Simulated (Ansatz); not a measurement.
Ansatz (a first-principles code) input for C4H9NaO, SMILES CC(C)(C)[O][Na], CAM-B3LYP/def2-SVPD. Coordinates come from a PBE0-D3(BJ)/def2-SVP optimisation. The isomer is the one that the SMILES or the coordinates give; other isomers of the formula were not compared.

Ansatz 0.2 input:
```yaml
crystal:
  periodic: [false, false, false]
  atoms:
    - {symbol: Na, position_ang: [0.00000000, -0.00000000, -2.69778564]}
    - {symbol: O, position_ang: [-0.00000000, 0.00000000, -0.75213168]}
    - {symbol: C, position_ang: [0.00000000, 0.00000001, 0.61391611]}
    - {symbol: C, position_ang: [1.25085156, -0.72217949, 1.14643346]}
    - {symbol: C, position_ang: [-1.25085156, -0.72217949, 1.14643346]}
    - {symbol: C, position_ang: [0.00000000, 1.44435897, 1.14643345]}
    - {symbol: H, position_ang: [1.29866120, -0.74978239, 2.24825945]}
    - {symbol: H, position_ang: [1.26423268, -1.75825648, 0.77143639]}
    - {symbol: H, position_ang: [2.15481112, -0.21572937, 0.77143639]}
    - {symbol: H, position_ang: [-1.26423268, -1.75825649, 0.77143639]}
    - {symbol: H, position_ang: [-1.29866121, -0.74978240, 2.24825945]}
    - {symbol: H, position_ang: [-2.15481112, -0.21572938, 0.77143638]}
    - {symbol: H, position_ang: [0.89057844, 1.97398586, 0.77143638]}
    - {symbol: H, position_ang: [-0.89057845, 1.97398585, 0.77143638]}
    - {symbol: H, position_ang: [-0.00000000, 1.49956480, 2.24825945]}
basis:
  gaussian:
    orbitals: def2-SVPD
hamiltonian:
  xc: {name: CAM-B3LYP}
```

It prints:

```
WARN ansatz: RAYON_NUM_THREADS=1 ignored (pool sized by the plan → 1); use --threads N
Functional definition: CAM-B3LYP
integrals: 0.17 GiB planned
1632 factors; their error is unknown
integrals: 0.20 GiB planned
679 factors; integrals over basis functions are off by at most 3.6e-5 eV
mean field: 1.52 GiB planned
mean field evaluation 1: about -10737.8817 eV, gradient 7.3e1 eV
mean field evaluation 2: about -10623.8259 eV, gradient 1.7e2 eV
mean field evaluation 4: about -10748.9617 eV, gradient 1.4e1 eV
mean field evaluation 8: about -10749.5209 eV, gradient 3.1e-1 eV
mean field evaluation 16: about -10749.5048 eV, gradient 7.9e-4 eV
mean field -10749.50477001 eV, -395.0370140218 hartree, gradient 5.3e-5 eV, S^2 0.000000; 0 other end points of the search recorded, 0 dependent functions left out
reference -10749.50494406 eV, -395.0370204181 hartree; 26, 26 occupied and 167, 167 virtual orbitals, 1632 factors
Total energy: -10749.50494406 eV, -395.0370204181 hartree
```

Self-consistency was reached.
